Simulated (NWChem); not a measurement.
System: BeNH$_{2}$F; SMILES [NH2][Be][F]

Input file for NWChem:

```
start job
memory heap 200 mb stack 900 mb global 1100 mb
geometry units angstroms noautoz
  Be     0.000000     0.000000    -0.090862
  F      0.000000     0.000000    -1.476898
  N      0.000000     0.000000     1.412757
  H      0.000000    -0.824445     1.988716
  H      0.000000     0.824445     1.988716
end
basis spherical
  Be library def2-svp
  F library def2-svp
  N library def2-svp
  H library def2-svp
end
dft
  xc becke88 perdew86
  iterations 150
  mulliken
end
task dft energy
```

Structure relaxed at the PBE0-D3(BJ)/def2-TZVP level.

Task: What results follow from this input? (BP86/def2-SVP.) Quantities: energy (Ha); highest occupied level (eV); orbital gap (eV); dipole (D).

Result: 
| Quantity | Result |
|---|---|
| energy (Ha) | -170.51 |
| highest occupied level (eV) | -5.87 |
| orbital gap (eV) | 5.38 |
| dipole (D) | 2.25 |
